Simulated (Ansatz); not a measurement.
Reactions of CH$_{3}$ClO$_{2}$Si, SMILES `O[Si]1(Cl)CO1`.

Gas-phase electronic energies from Ansatz, PBE0-D4/def2-TZVP geometries. CCSD(T)/CBS adds triple-zeta CCSD(T) − MP2 to the extrapolated MP2 energy (def2 sets, frozen cores). This one scheme is used for every species. DFT in def2-TZVPP. def2 core potentials past Kr. For Sn, Ti, W outer-core shells are correlated without core-valence functions, which leaves a few kJ/mol of doubt a bond. Scalar relativity is left out up to krypton. One conformer a species, not always the lowest.

| reaction | ωB97M-V (kcal/mol) | HF/CBS(def2) (kcal/mol) | CCSD/CBS(def2) (kcal/mol) |
| --- | --- | --- | --- |
| `O[Si]1(Cl)CO1` + `[F][Ti]([F])([SH])[Cl]` → `O[Si]1(S)CO1` + `[F][Ti]([F])([Cl])[Cl]` | -5.3 | -6.4 | -5.3 |
| `O[Si]1(Cl)CO1` → `O=C[SiH](O)Cl` | 8.4 | 2.3 | 8.2 |
| `O[Si]1(Cl)CO1` + H–F → `F[Si]1(Cl)CO1` + H₂O | -7.2 | -8.5 | -7.2 |
| `O[Si]1(Cl)CO1` + `C[Si](O)(O)F` → `O[Si]1(O)CO1` + `C[Si](O)(F)Cl` | -1.1 | -1.4 | -1.1 |
| `O[Si]1(Cl)CO1` + `C[SiH2][SiH](O)Cl` → `Cl[SiH]1CO1` + `C[Si@@H](O)[Si@H](O)Cl` | 5.7 | 6.0 | 5.6 |
| `O[Si]1(Cl)CO1` + `CO[SiH2][SnH3]` → `O[Si]1([SnH3])CO1` + `CO[SiH2]Cl` | -3.2 | -2.9 | -3.2 |
| `O[Si]1(Cl)CO1` + `O[SiH2][NH][AlH2]` → `[AlH2][NH][Si]1(Cl)CO1` + `O[SiH2]O` | -3.5 | -3.2 | -3.5 |
| `O[Si]1(Cl)CO1` + H₂S → `O[Si]1(S)CO1` + HCl | 8.1 | 10.0 | 7.9 |
| `O[Si]1(Cl)CO1` + `[CH3][W](=[S])(=[S])[Cl]` → `C[Si]1(Cl)CO1` + `[OH][W](=[S])(=[S])[Cl]` | -3.4 | -0.2 | -0.8 |
| `O[Si]1(Cl)CO1` + CH₃OH → `CO[Si]1(Cl)CO1` + H₂O | -0.2 | 0.6 | -0.8 |

(1) Give the CCSD(T)/CBS values in the same order. (An estimate is asked.)

Largest T1 diagnostic: 0.025, for `[F][Ti]([F])([SH])[Cl]`, so its coupled-cluster energy is less sure.

Results:

(1) Computed: -4.9, 8.4, -7.0, -1.0, 5.5, -3.4, -3.6, 7.5, -1.7, -1.1 kcal/mol.
